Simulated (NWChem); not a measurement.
System: CaO; SMILES [Ca]=[O]

Program: NWChem. All runs use the structure optimised with PBE-D3(BJ)/def2-SVP. Level B3LYP/def2-SVP: single points from the atomic guess with DIIS by default; each run changes one setting, and all converged runs end within 0.3 mHa of each other.

Which setting needs the most SCF iterations, or fails (level shift of 0.5 Ha throughout; defaults; no DIIS, 40 % damping; DIIS on 20 Fock matrices; DIIS on 3 Fock matrices; no level shifting)?

no DIIS, 40 % damping, which doesn't converge.
| setting | SCF iterations |
|---|---|
| defaults | 10 |
| level shift of 0.5 Ha throughout | 51 |
| no level shifting | 10 |
| DIIS on 3 Fock matrices | 11 |
| DIIS on 20 Fock matrices | 10 |
| no DIIS, 40 % damping | not converged in 200 |
